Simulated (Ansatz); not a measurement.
A nudged elastic band was laid between two geometries of ClGeH3 + FH + H2O (10 atoms, charge 0, multiplicity 1).

Method: RKS PBE0/def2-SVP in Ansatz.

- movable images: 5
- climbing image: yes
- spring: 5.0 eV/Å²
- optimiser: quadratic models (default)
- start path: through a guess of the saddle point
- force threshold: 0.05 eV/Å
- iteration limit: 60
- end points: relaxed

Initial state:

```xyz
10
Properties=species:S:1:pos:R:3
Ge -1.045 0.412 -1.092
Cl 0.109 -1.473 -1.169
H -2.148 0.142 -2.133
H -1.637 0.536 0.308
H -0.131 1.542 -1.556
H 0.913 0.229 1.494
O 1.007 0.999 0.911
H 0.445 -1.704 0.898
F 0.604 -1.562 1.813
H 1.882 0.879 0.526
```

Final state:

```xyz
10
Properties=species:S:1:pos:R:3
Ge -0.749 0.997 -0.735
Cl -0.193 -2.629 -0.380
H -0.511 0.304 -2.081
H -1.820 0.337 0.130
H -0.994 2.505 -0.917
H 0.842 -0.231 1.329
O 0.766 0.843 0.267
H 0.262 -2.057 0.716
F 0.813 -1.009 1.906
H 1.583 0.942 -0.235
```

(1) Which bonds break or form, and what moves?

(2) What energy profile does the band end with?

(3) What is the geometry of the highest image?

(4) What are the harmonic wavenumbers there?

The band took 32 iterations and of the order of 13 core-minutes.

## Answers

(1) Bonds broken: Ge1–Cl2, H6–O7, H8–F9. Bonds formed: Ge1–O7, Cl2–H8, H6–F9. ClGeH3 + FH + H2O becomes ClH + FH + GeH4O.

(2) The forces met the threshold. The highest image is number 3 of 0 to 6, 65.4 kJ/mol above the first end and 41.5 kJ/mol above the last; the last end lies 23.9 kJ/mol above the first. A vibrational analysis at the climbing image gives one clearly imaginary mode, 159i cm⁻¹: a first-order saddle point. The orbitals stay closed-shell, which can raise the energy where a bond breaks towards radicals; this wasn't checked here.

| image | path coordinate (Å) | energy (kJ/mol) | Ge1–Cl2 (Å) | H6–O7 (Å) | H8–F9 (Å) |
| --- | --- | --- | --- | --- | --- |
| 0 | 0.00 | 0.0 | 2.21 | 0.97 | 0.94 |
| 1 | 1.15 | 6.6 | 2.22 | 0.97 | 0.94 |
| 2 | 2.30 | 55.6 | 2.33 | 0.98 | 0.96 |
| 3 | 3.45 | 65.4 | 2.78 | 1.08 | 1.06 |
| 4 | 4.22 | 28.2 | 3.37 | 1.47 | 1.60 |
| 5 | 4.98 | 24.2 | 3.67 | 1.52 | 1.67 |
| 6 | 5.75 | 23.9 | 3.69 | 1.51 | 1.68 |

(3) 
```xyz
10
Properties=species:S:1:pos:R:3
Ge -0.774 0.707 -0.806
Cl -0.763 -1.996 -0.158
H -0.768 0.059 -2.183
H -1.972 0.633 0.133
H -0.439 2.221 -1.000
H 1.066 -0.308 0.823
O 0.908 0.482 0.109
H 0.346 -1.786 1.040
F 1.102 -1.326 1.632
H 1.294 1.315 0.409
```

(4) 159i, 47, 182, 278, 307, 381, 448, 556, 584, 617, 799, 808, 880, 903, 929, 1085, 1172, 1524, 1740, 2063, 2216, 2254, 2420, 3870 cm⁻¹.

Run time: 6.7 min on 2 threads of Arm Neoverse V2 (shared host), peak memory 0.26 GiB.
